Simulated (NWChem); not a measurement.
# C$_{4}$H$_{6}$O; SMILES C#CCOC

```xyz
11

C      0.2819     2.5730     0.0000
C     -0.0889     1.4216     0.0000
C     -0.5687     0.0438     0.0000
O      0.4987    -0.8561     0.0000
C      0.0801    -2.1854     0.0000
H      0.6184     3.5935     0.0000
H     -1.2191    -0.1091     0.8883
H     -1.2191    -0.1091    -0.8883
H      0.9778    -2.8185     0.0000
H     -0.5247    -2.4326     0.8958
H     -0.5247    -2.4326    -0.8958
```
Atoms are numbered in this order, from 1.

Computed with NWChem. Pople sets run with spherical d functions. Coordinates come from a PBE0/def2-SVP optimisation. Vzz is the largest principal value of the second derivative of the potential at the nucleus (NWChem prints the opposite sign); η is the asymmetry. Non-relativistic.

```
level                  Vzz O4 (a.u.)  η O4  relative time
---------------------  -------------  ----  -------------
Hartree-Fock/6-31G*           -1.969  0.97              1
Hartree-Fock/def2-SVP          2.002  1.00              1
PBE0/def2-TZVP                -1.950  0.98              8
PBE0/6-31G*                   -1.892  0.96              2
```

Relative times are rough (shared machine, one core).
